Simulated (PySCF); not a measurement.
LDA on Ga⁻ (gallium, charge -1), [Ar] 3d10 4s2 4p2, high-spin 3P determinant. Computed with PySCF 2.14 in aug-cc-pV5Z-PP with ECP10MDF (8s7p6d4f3g2h, 136 functions), with a scalar-relativistic core potential.

```
cycle= 1 E= -259.041023347088  delta_E= -0.0112  |g|= 0.365  |ddm|= 1.11
cycle= 2 E= -259.005573432099  delta_E= 0.0354  |g|= 0.621  |ddm|= 0.982
cycle= 3 E= -259.055285363089  delta_E= -0.0497  |g|= 0.035  |ddm|= 0.84
cycle= 4 E= -259.057979543304  delta_E= -0.00269  |g|= 0.00567  |ddm|= 0.322
cycle= 5 E= -259.058073076013  delta_E= -9.35e-05  |g|= 0.000102  |ddm|= 0.0518
cycle= 6 E= -259.058073065232  delta_E= 1.08e-08  |g|= 0.000194  |ddm|= 0.00444
cycle= 7 E= -259.058073171624  delta_E= -1.06e-07  |g|= 3.57e-05  |ddm|= 0.00124
cycle= 8 E= -259.058073174423  delta_E= -2.8e-09  |g|= 1.55e-06  |ddm|= 0.000205
cycle= 9 E= -259.058073174425  delta_E= -2.5e-12  |g|= 1.11e-07  |ddm|= 2.43e-05
converged SCF energy = -259.058073174425  <S^2> = 2.0006646  2S+1 = 3.000443
```

Highest occupied orbital energy: 1.125 eV; ⟨L²⟩ = 2.00; populations by l: s 4.00, p 8.00, d 10.00, f 0.00.

Question: Can this result be used?

Answer: With care. Self-consistency was reached. Energies and moments cover only the electrons outside the core potential. At LDA the highest occupied level has a positive energy, so only the finite basis holds that electron; in a semilocal or global hybrid functional this comes from self-interaction and does not mean that the real anion is unbound.
